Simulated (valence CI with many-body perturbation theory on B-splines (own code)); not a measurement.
## Valence orbitals of Kr21+

Computed by relativistic CI+MBPT: five valence electrons over a frozen Dirac-Fock core [Ne], a basis of 11 s, 11 p, 10 d, 8 f, 5 g, 2 h functions for each j, with the one-electron correlation potential Σ1 (screened to all orders), the two-electron term Σ2, the three-electron term Σ3, Breit, model QED; selected single and double excitations, second order for the rest, scaled by the run's own slope (own B-spline code, finite nucleus).

No measured spectrum was set against this ion. As an estimate, levels of excited configurations hold to 0.05 to 0.15 % of their energy, terms of the ground configuration to about 0.5 %. Among the levels kept, up to 3300 cm⁻¹ of a level comes from second order outside the variational space, and about a tenth of that is noise between levels of different J, which matters for small intervals.

These are the spectroscopic orbitals of the CI (the correlating ones are not listed), shaped by the core and the other valence electrons. h is the expectation value of the core's Dirac-Fock operator, without the valence repulsion; Σ1 is computed up to l = 3 at one energy for each symmetry, that of its lowest orbital but kept below the first core excitation, so for empty shells it is not the orbital's own correlation shift; Breit and QED include the response of the core, and the two lowest orbitals of each symmetry also the frequency dependence of Breit exchange, which makes a step in that column.

```tsv
Orbital	h (hartree)	Σ1 (cm⁻¹)	Breit (cm⁻¹)	QED (cm⁻¹)	⟨r⟩ (bohr)
3s1/2	-44.216	-5665	3180	2219	0.4607
4s1/2	-23.682	-1759	1163	830	0.8807
5s1/2	-14.72	-773	539	389	1.443
6s1/2	-10.033	-414	296	214	2.139
7s1/2	-7.275	-248	180	131	2.971
8s1/2	-5.5159	-161	118	85.5	3.939
3p1/2	-42.121	-6867	5136	-134	0.4476
4p1/2	-22.807	-2124	1903	-48.3	0.8828
5p1/2	-14.283	-951	905	-22.7	1.457
6p1/2	-9.7841	-514	503	-12.6	2.166
7p1/2	-7.12	-310	309	-7.7	3.011
8p1/2	-5.413	-202	203	-5.0	3.991
3p3/2	-41.636	-6605	3191	66.5	0.4536
4p3/2	-22.614	-2066	1165	26.2	0.8910
5p3/2	-14.187	-929	565	12.8	1.468
6p3/2	-9.7297	-504	314	7.2	2.179
7p3/2	-7.0863	-305	192	4.5	3.026
8p3/2	-5.3907	-199	126	2.9	4.008
3d3/2	-38.854	-7807	2102	-96.2	0.4046
4d3/2	-21.532	-2069	736	-32.9	0.8659
5d3/2	-13.66	-910	351	-15.7	1.460
6d3/2	-9.432	-489	195	-8.7	2.188
7d3/2	-6.9016	-295	120	-5.4	3.053
3d5/2	-38.758	-7600	920	-39.7	0.4063
4d5/2	-21.491	-2012	320	-11.5	0.8680
5d5/2	-13.639	-884	154	-5.1	1.462
6d5/2	-9.4197	-475	85.9	-2.7	2.191
7d5/2	-6.8939	-287	52.8	-1.6	3.056
4f5/2	-20.916	-1376	41.6	-7.2	0.7810
5f5/2	-13.349	-694	29.3	-4.1	1.389
6f5/2	-9.2543	-397	19.0	-2.5	2.131
7f5/2	-6.7907	-248	12.8	-1.6	3.009
4f7/2	-20.9	-1361	4.8	1.0	0.7818
5f7/2	-13.341	-686	3.4	0.0	1.390
6f7/2	-9.2496	-393	2.1	-0.1	2.132
7f7/2	-6.7878	-245	1.4	-0.1	3.010
5g7/2	-13.237		0.5	-1.2	1.241
6g7/2	-9.1947		0.5	-0.7	1.987
7g7/2	-6.7545		0.4	-0.5	2.870
5g9/2	-13.232		0.0	0.9	1.241
6g9/2	-9.1921		0.0	0.5	1.987
7g9/2	-6.7529		0.0	0.3	2.871
6h9/2	-9.1722				1.771
6h11/2	-9.1705				1.771
```

Among the shells of the start configuration 3s2 3p3, Σ1 is largest in size for 3p1/2, where it is 0.074 % of h.

Lowest root of each symmetry, sizes in configuration state functions:

| J | Parity | Roots | Reference | Variational | Second order | Change by selected CI (cm⁻¹) | Change by second order (cm⁻¹) |
| --- | --- | --- | --- | --- | --- | --- | --- |
| 1/2 | even | 12 | 92 | 31998 | 916697 | -11110 | -333 |
| 3/2 | even | 16 | 146 | 31993 | 1655060 | -10368 | -818 |
| 5/2 | even | 13 | 157 | 31881 | 2026342 | -10126 | -968 |
| 7/2 | even | 9 | 123 | 31969 | 2077756 | -14182 | -1281 |
| 9/2 | even | 5 | 82 | 31974 | 2060948 | -15111 | -1146 |
| 11/2 | even | 2 | 37 | 32741 | 1196919 | -10103 | -674 |
| 13/2 | even | 1 | 15 | 33054 | 723048 | -10740 | -350 |
| 1/2 | odd | 23 | 80 | 31778 | 1594635 | -13840 | -866 |
| 3/2 | odd | 34 | 131 | 31989 | 2946469 | -11063 | -1051 |
| 5/2 | odd | 32 | 132 | 31759 | 3482018 | -11867 | -1823 |
| 7/2 | odd | 24 | 104 | 31949 | 3575948 | -8331 | -1193 |
| 9/2 | odd | 12 | 62 | 31871 | 3032146 | -8407 | -962 |
| 11/2 | odd | 4 | 30 | 32068 | 2239758 | -15187 | -1336 |
